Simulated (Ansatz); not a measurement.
The cluster Si3S4⁻, relaxed as a doublet with UKS PBE-D4/def2-SVPD in Ansatz, starting from the GFN2-xTB geometry. Force threshold 0.02 eV/Å.

Another isomer (doublet) lies 0.88 eV lower at PBE0-D4/def2-TZVPD; other spin states weren't run for this one.

Start:

```csv
atom,x (Å),y (Å),z (Å)
Si1,-0.9003,1.6787,-0.6158
Si2,0.4335,-2.0073,1.2521
Si3,1.0200,-0.6533,-0.4621
S4,0.8232,1.4389,0.5665
S5,1.7936,-3.4915,1.5200
S6,-2.1102,3.2684,-0.7927
S7,-1.0599,-0.2339,-1.4679
```

| step | energy (eV) | largest force component (eV/Å) | SCF passes |
| --- | --- | --- | --- |
| 1 | -66930.4459 | 1.948 | 23 |
| 2 | -66930.6319 | 0.595 | 28 |
| 3 | -66930.6924 | 0.139 | 23 |
| 4 | -66930.6981 | 0.076 | 23 |
| 5 | -66930.6985 | 0.293 | 27 |
| 6 | -66930.7129 | 0.153 | 24 |
| 7 | -66930.7159 | 0.106 | 25 |
| 8 | -66930.7230 | 0.102 | 23 |
| 9 | -66930.7271 | 0.251 | 29 |
| 10 | -66930.7310 | 0.102 | 23 |
| 11 | -66930.7367 | 0.089 | 29 |
| 12 | -66930.7401 | 0.079 | 22 |
| 13 (rejected) | -66930.7345 | 0.476 | 28 |
| 14 | -66930.7413 | 0.082 | 22 |
| 15 | -66930.7433 | 0.078 | 23 |
| 16 | -66930.7446 | 0.031 | 23 |
| 17 | -66930.7449 | 0.008 | 22 |

Force components are those of the run's own axes.

End:

Cartesian coordinates in Å:
```
Si -0.8697 1.4914 -0.4729
Si 0.1916 -1.9646 0.9773
Si 1.1047 -0.7117 -0.9733
S 0.9449 1.0647 0.5317
S 1.6536 -2.8616 2.0617
S -2.1010 3.0401 -0.2251
S -0.9241 -0.0584 -1.8993
```

By distances, no bond broke or formed. The bond that changes most is Si2–Si3, from 2.26 to 2.49 Å (atoms count from 1).

No frequencies were taken in this run, so the end may be a saddle point.

Hardware: 4 threads of Intel Xeon 6975P-C on a shared host. Wall time 27 s.
